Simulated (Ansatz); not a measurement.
Species: CBF₅, charge 0, multiplicity 1. 
Coordinates optimised at B3LYP-D3(BJ)/def2-TZVP (Ansatz, a first-principles code):
```xyz
7

F      1.4935     1.2882     0.0821
B      0.9760     0.0872     0.0174
F      1.7525    -0.9653    -0.0240
C     -0.6312    -0.0743    -0.0114
F     -1.1860     0.4743     1.0930
F     -1.0272    -1.3575    -0.0685
F     -1.1543     0.5613    -1.0845
```

Property: vertical ionisation energy (to the doublet state of charge +1; each state is the SCF solution reached for its spin), in eV. Valence correlation only, unless marked. UHF or UKS for open shells. No spin-orbit coupling. No relativistic terms. CBS(X,Y): correlation extrapolated as X^-3; Hartree-Fock from the larger set. The bracket is a focal-point correction in the basis named.

RI-MP2/CBS(aug-cc-pVTZ,aug-cc-pVQZ)+[CCSD(T)-MP2]/aug-cc-pVTZ (Ansatz) gives 14.00 eV.

Another calculation gave 13.67 eV. Which level was it?
(A) CAM-B3LYP/def2-TZVPD (Ansatz)
(B) B3LYP/def2-TZVPD (Ansatz)
(C) SVWN5/def2-TZVPD (Ansatz)
(D) wB97M-V/def2-TZVPD (Ansatz)

A, CAM-B3LYP/def2-TZVPD (Ansatz). The others give 12.88 (SVWN5), 13.55 (wB97M-V), 13.36 (B3LYP) eV.
